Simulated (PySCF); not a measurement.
# Computed properties of C2H7NSi2, SMILES N[Si@@H]1C=C[SiH2]1

C₂H₇NSi₂, SMILES N[Si@@H]1C=C[SiH2]1. Geometry: PBE0-D3(BJ)/def2-SVP. The structure was generated by enumeration; whether it is a known compound was not checked. One conformer was computed; it need not be the lowest. All values are computed for the isolated molecule unless a solvent is named; none is compared with measurement here.

**Structure.** All 30 harmonic modes at PBE0-D3(BJ)/def2-SVP (PySCF) are real, so it is a minimum. With heavy atoms numbered as in [NH2:1][Si@@H:2]1[CH:3]=[CH:4][SiH2:5]1, the shortest bond between them is C3–C4 at 1.357 Å and the longest Si2–Si5 at 2.347 Å.

**Vibrations.** The strongest infrared lines (harmonic, unscaled, degenerate partners summed) lie at 918 cm⁻¹ (233 km/mol, H 70 %, Si 17 %, N 12 %), 2217 cm⁻¹ (151 km/mol, H 97 %), 2199 cm⁻¹ (132 km/mol, H 97 %). The softest mode is at 118 cm⁻¹ and the zero-point energy is 52.7 kcal/mol.

**Electronic structure.** HF/def2-TZVP (PySCF) places the frontier levels at -9.69 and 2.92 eV, a gap of 12.61 eV, and gives a dipole moment of 1.51 D and a mean polarisability of 77.6 bohr³. PBE/def2-TZVP (PySCF) at the same geometry gives -5.71 and -1.63 eV, so its gap is 8.53 eV narrower. An orbital gap is neither the optical nor the fundamental gap.

**Excitations.** TDA-B3LYP/def2-SVPD (PySCF) has S1 at 4.85 eV (256 nm, f = 0.004, weak); the most intense of the 10 singlets computed lies at 6.86 eV (f = 0.09). T1 (TDA) is at 4.22 eV, 0.63 eV under S1. TDA-PBE/def2-SVPD (PySCF) puts S1 at 4.20 eV. No vertical singlet excitation falls in the visible range (under 3.1 eV).

**NMR.** GIAO shifts at B3LYP/pcSseg-1 (PySCF) (non-relativistic, atoms alike by connectivity averaged): ¹³C from 169.6 to 184.1 ppm against TMS; ¹H from 1.0 to 7.8 ppm against TMS; ²⁹Si from -37.7 to -19.8 ppm against TMS.

**Solvation.** SMD-ωB97X/6-31G* (PySCF) gives 0.5 kcal/mol in water, -2.5 kcal/mol in chlorobenzene, -1.4 kcal/mol in n-hexane (1 M in both phases, gas-phase geometry); of these solvents chlorobenzene holds the molecule best.
